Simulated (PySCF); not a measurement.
**Correlation energy of I²⁺ (iodine, charge +2)**

[Kr] 4d10 5s2 5p3, high-spin 4S determinant. Calculation: PySCF 2.14, in def2-SVP with the def2 core potential (28 electrons); scalar relativity through the core potential. Frozen: 4s2 4p6 4d10; 5 electrons correlated.

MP2 pair energies summed by pair of shells (mhartree):

```
 pair  energy  share (%)
5s-5p  -31.98       66.7
5p-5p  -11.42       23.8
5s-5s   -4.55        9.5
```

Total MP2 correlation energy: -47.95 mhartree.

Same-spin part -12.66 and opposite-spin part -35.29 mhartree; SCS-MP2 scales them by 1/3 and 6/5 to -46.56 mhartree.

| level | correlation energy (mhartree) |
| --- | --- |
| CCSD | -60.62 |
| (T) | -0.48 |
| CCSD(T) | -61.10 |

Diagnostics: T1 = 0.0015, D1 = 0.0023, largest double amplitude 0.057.

Task: Is a single reference adequate?

Result: Yes, within this model without spin-orbit coupling: T1 lies below 0.03 and no double amplitude reaches 0.07.
